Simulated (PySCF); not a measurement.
UHF on F⁺ (fluorine, charge +1)

Configuration: [He] 2s1 2p5, high-spin 3P determinant (an excited configuration). Computed with PySCF 2.14 in aug-cc-pVDZ-DK, with scalar relativity by spin-free X2C-1e.

- Total energy: -98.082260 hartree
- One-electron energy: -132.3989 hartree
- Hartree (Coulomb) energy: 43.8006 hartree
- Exchange energy: -9.4839 hartree
- ⟨S²⟩: 2.0084
- ⟨L²⟩: 2.003
- Sum of ⟨r⟩: 6.259 bohr
- Sum of ⟨r²⟩: 7.498 bohr²
- Traceless quadrupole moment −½Σ⟨3z² − r²⟩ along its main axis: 0.556 e·bohr²
- Langevin diamagnetic susceptibility: -5.94 ×10⁻⁶ cm³/mol

```
shell  electrons  mean orbital energy (eV)  spread (eV)  rms radius, mean of both spins (bohr)
 1s α          1                   -741.98            0                                  0.204
 1s β          1                   -737.57            0                                  0.204
 2s α          1                   -66.289            0                                   1.04
 2p α          3                   -41.237        3.065                                   1.13
 2p β          2                   -32.798            0                                   1.13
```

Spin-orbit constants ζ (cm⁻¹) from the X2C one-electron operator on these orbitals: bare nucleus, nucleus screened by l(l+1)(2l+1)/3 electrons, and screened by the Breit-Pauli mean field of the electrons.

```
shell   bare  screened nucleus  mean field
   2p  464.1             361.0       313.7
```

To first order the Landé constant is A = -156.8 cm⁻¹, so the lowest level has J = 2 and lies 0.0194 eV below the centre of the term. This holds in LS coupling only.
